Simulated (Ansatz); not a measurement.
Relaxation of CH4BNO (8 atoms, charge 0, multiplicity 1), to a largest force component of 0.02 eV/Å in at most 40 steps.

Computed with RKS B3LYP/def2-SVP in Ansatz.

```xyz
8
Properties=species:S:1:pos:R:3
O -0.412 0.761 -1.063
C -0.034 0.478 0.216
B 1.013 -0.641 0.232
N -0.396 -0.797 0.639
H -1.332 1.251 -0.971
H -0.026 1.278 1.005
H 2.152 -1.072 0.043
H -0.873 -1.313 -0.156
```

**Question.** Where does it end, and by what steps?

**Answer.** The forces met the threshold. After 9 steps the energy has fallen by 1.111 eV; H8 moved furthest, 0.62 Å.

| step | energy less start (eV) | largest force component (eV/Å) | accepted |
| --- | --- | --- | --- |
| 0 | 0.0000 | 3.687 | yes |
| 1 | -0.5757 | 1.550 | yes |
| 2 | -0.8343 | 1.124 | yes |
| 3 | -0.9706 | 1.414 | yes |
| 4 | -1.0478 | 0.645 | yes |
| 5 | -1.0546 | 0.623 | yes |
| 6 | -1.0948 | 0.413 | yes |
| 7 | -1.1094 | 0.215 | yes |
| 8 | -1.1111 | 0.051 | yes |
| 9 | -1.1112 | 0.010 | yes |

```xyz
8
Properties=species:S:1:pos:R:3
O -0.357 1.074 -1.098
C -0.005 0.499 0.125
B 1.074 -0.631 0.160
N -0.240 -0.932 0.303
H -1.258 1.421 -1.034
H -0.256 1.136 0.991
H 2.177 -1.081 0.101
H -1.043 -1.544 0.397
```

Whether the end is a true minimum wasn't checked by a vibrational analysis.

Time of the run: 84 s on 1 thread of Intel(R) Xeon(R) Processor @ 2.50GHz (Skylake/Cascade Lake) (shared host), peak memory 0.14 GiB.
